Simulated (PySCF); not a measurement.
In(F)(Me)(NH2) (CH5FInN), SMILES [CH3][In]([NH2])[F].

Geometry: B3LYP-D3(BJ)/def2-SVP. The structure was generated by enumeration; whether it is a known compound was not checked. The def2 effective core potentials stand for the cores of In; spin–orbit coupling is left out. One conformer was computed; it need not be the lowest.

Two levels are set side by side: PBE/def2-TZVP (PySCF) and ωB97X/def2-TZVP (PySCF). Same geometry, gas phase. Differences are taken from unrounded values.

```tsv
quantity	ωB97X
orbital gap (eV)	10.58
highest occupied level (eV)	-9.76
lowest empty level (eV)	0.82
dipole moment (D)	3.72
mean polarisability (bohr³)	53.9
```

What does PBE give, and how far is it from ωB97X? (Estimate from the structure and the level; the computed values follow.)


```json
[
 {"quantity": "orbital gap (eV)", "PBE": "4.06", "PBE minus ωB97X": "-6.52"},
 {"quantity": "highest occupied level (eV)", "PBE": "-5.94", "PBE minus ωB97X": "3.82"},
 {"quantity": "lowest empty level (eV)", "PBE": "-1.88", "PBE minus ωB97X": "-2.70"},
 {"quantity": "dipole moment (D)", "PBE": "3.56", "PBE minus ωB97X": "-0.17"},
 {"quantity": "mean polarisability (bohr³)", "PBE": "58.1", "PBE minus ωB97X": "4.3"}
]
```

PBE's occupied levels lie high since its potential decays too fast outside the molecule; exact exchange lowers them and widens the gap. Loosely held outer electrons make PBE densities more polarisable. Differences between two approximate levels are no errors against the true value.

Rough cost on one machine, each run with all the roots and properties that it gave: ωB97X against PBE within a factor of 2.
